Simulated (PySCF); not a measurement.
H3FSiSn (SMILES [F][Sn][SiH3]), singlet, at a GFN2-xTB geometry (such geometries of metal compounds can be far from the true shape) (core potentials on Sn).

PySCF was given this input:
```python
from pyscf import gto, scf
from pyscf.prop import polarizability

mol = gto.M(
    atom='''
Sn    0.164113    0.281983    0.566083
F     0.502692    1.575566   -0.998869
Si   -0.712485   -1.583551   -1.064831
H     0.326761   -2.163496   -1.946865
H    -1.768710   -1.148044   -2.003662
H    -1.313128   -2.797965   -0.456157
''',
    basis='def2-svp',
    ecp={'Sn': 'def2-svp'},
    charge=0,
    spin=0,
    verbose=3,
)

mf = scf.RHF(mol)
mf.kernel()
alpha = mf.Polarizability().polarizability()[2, 2]
print('alpha_zz =', alpha)
```

**Question.** Estimate the HOMO energy that HF/def2-SVP, polarisability (PySCF) returns for this input.

**Answer.** -8.87 eV

**Question.** Give the Mulliken (on the basis functions themselves) charges in atom order at the level HF/def2-SVP, polarisability.

**Answer.** Sn1 0.76, F2 -0.62, Si3 0.24, H4 -0.12, H5 -0.12, H6 -0.14

**Question.** Give the total energy at the level HF/def2-SVP, polarisability.

**Answer.** -603.2986 Eh

**Question.** Predict the HOMO-LUMO gap from HF/def2-SVP, polarisability.

**Answer.** 8.31 eV

**Question.** Give the number of basis functions at the level HF/def2-SVP, polarisability.

**Answer.** 73
